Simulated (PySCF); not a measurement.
## F⁴⁺: fine-structure interval

F⁴⁺ [He] 2s2 2p1 [2p1/2^1, M_J = 1/2] → F⁴⁺ [He] 2s2 2p1 [2p3/2^1, M_J = 3/2], as a difference of total energies. Computed with PySCF 2.14 in an even-tempered Gaussian basis (18 s from 0.32 bohr⁻², ratio 2.4; 11 p from 0.41 bohr⁻², ratio 2.4; 5 d from 2 bohr⁻², ratio 2.6; 5 f from 2.9 bohr⁻², ratio 2.6), with the two-component X2C-1e Hamiltonian. Correlated levels: nothing frozen; the 30 highest virtual spinors dropped. "Screened" scales the spin-orbit matrix elements by Boettger's factors to mimic the two-electron term; Breit and QED terms are absent.

```csv
method,fine-structure interval (cm⁻¹)
GHF (screened spin-orbit),1653.7
GMP2 (screened spin-orbit),751.17
GHF (bare spin-orbit),1880.5
```

GHF and GMP2 differ strongly here because the two determinants are spin-polarised to different degrees; the interval is a small difference of such terms.
